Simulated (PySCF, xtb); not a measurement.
B(H)2(NHMe) (CH6BN), SMILES BNC.

The structure is a stationary point at B3LYP-D3(BJ)/def2-TZVP.

The numbers are results of PySCF 2.14.0 with IEF-PCM-B3LYP/def2-SVP, not measurements.

The values are the electrostatic part of the solvation free energy, E(continuum) − E(gas) at the gas-phase geometry, in a cavity of scaled van der Waals radii (PySCF's table); cavitation and dispersion terms are not included. In vacuum the orbital gap is 7.92 eV. The dipole moment in vacuum is 2.24 D.

```json
[
 {"solvent": "water", "ε": "78.36", "ΔG(elec) (kcal/mol)": "-2.6", "dipole (D)": "2.86", "gap (eV)": "7.68"},
 {"solvent": "dimethylsulfoxide", "ε": "46.83", "ΔG(elec) (kcal/mol)": "-2.5", "dipole (D)": "2.85", "gap (eV)": "7.68"},
 {"solvent": "dichloromethane", "ε": "8.93", "ΔG(elec) (kcal/mol)": "-2.2", "dipole (D)": "2.76", "gap (eV)": "7.72"}
]
```

For comparison, GFN2-xTB/ALPB(water) (xtb, at the GFN2-xTB geometry, all terms of that model) gives -3.0 kcal/mol.
